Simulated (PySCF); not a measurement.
# Bonding in `O[C@@H](CF)CC(F)(F)F`

C4H6F4O.
SMILES with atom numbers: `[OH:1][C@@H:2]([CH2:3][F:4])[CH2:5][C:6]([F:7])([F:8])[F:9]` (hydrogens: H10 on O1; H11 on C2; H12, H13 on C3; H14, H15 on C5)

Geometry (GFN2-xTB, Å), atoms numbered from 1 in this order:
```
atom  x, y, z in Å
O1    -1.739   -1.084   -0.362
C2    -0.617   -0.239   -0.419
C3    -0.993    1.184    0.016
F4    -2.007    1.625   -0.802
C5     0.436   -0.871    0.500
C6     1.785   -0.188    0.449
F7     2.733   -0.927    1.038
F8     2.203    0.047   -0.803
F9     1.792    1.001    1.076
H10   -2.472   -0.653   -0.818
H11   -0.228   -0.196   -1.450
H12   -1.383    1.196    1.038
H13   -0.165    1.887   -0.093
H14    0.571   -1.909    0.191
H15    0.081   -0.863    1.532
```

Bond orders from the PBE0/pcSseg-1 density (PySCF). The structure is a single GFN2-xTB conformer in the gas phase; no vibrational or solvent corrections.

Where do the orders between heavy atoms depart from those drawn in the SMILES?

The largest departure is 0.130, at C3–F4 (drawn single, 0.870). Drawn single, order below 0.88: C3–F4 (0.870).

Give the Mayer order of every bond, beside its length.

```json
{"bond": "O1–C2", "drawn as": "single", "length (Å)": "1.406", "Mayer order": "0.961"}
{"bond": "C2–C3", "drawn as": "single", "length (Å)": "1.534", "Mayer order": "0.999"}
{"bond": "C3–F4", "drawn as": "single", "length (Å)": "1.375", "Mayer order": "0.870"}
{"bond": "C2–C5", "drawn as": "single", "length (Å)": "1.533", "Mayer order": "0.985"}
{"bond": "C5–C6", "drawn as": "single", "length (Å)": "1.513", "Mayer order": "1.014"}
{"bond": "C6–F7", "drawn as": "single", "length (Å)": "1.339", "Mayer order": "1.002"}
{"bond": "C6–F8", "drawn as": "single", "length (Å)": "1.341", "Mayer order": "0.994"}
{"bond": "C6–F9", "drawn as": "single", "length (Å)": "1.345", "Mayer order": "0.981"}
{"bond": "O1–H10", "drawn as": "single", "length (Å)": "0.966", "Mayer order": "0.937"}
{"bond": "C2–H11", "drawn as": "single", "length (Å)": "1.103", "Mayer order": "0.931"}
{"bond": "C3–H12", "drawn as": "single", "length (Å)": "1.094", "Mayer order": "0.943"}
{"bond": "C3–H13", "drawn as": "single", "length (Å)": "1.092", "Mayer order": "0.939"}
{"bond": "C5–H14", "drawn as": "single", "length (Å)": "1.092", "Mayer order": "0.927"}
{"bond": "C5–H15", "drawn as": "single", "length (Å)": "1.091", "Mayer order": "0.925"}
```

By pair of heavy elements: C–C: lowest C2–C5 (0.985, 1.533 Å), highest C5–C6 (1.014, 1.513 Å). C–F: lowest C3–F4 (0.870, 1.375 Å), highest C6–F7 (1.002, 1.339 Å).

Sum the orders of all bonds at each heavy atom with more than one neighbour and set the sums beside the valence in the SMILES.

O1 1.898 (drawn 2), C2 3.876 (drawn 4), C3 3.751 (drawn 4), C5 3.851 (drawn 4), C6 3.991 (drawn 4). Orders between atoms that aren't bonded are not in these sums.

For a closed shell the Mayer order of atoms A and B is Σ (PS)μν (PS)νμ over the basis functions μ on A and ν on B, with P the density and S the overlap matrix.
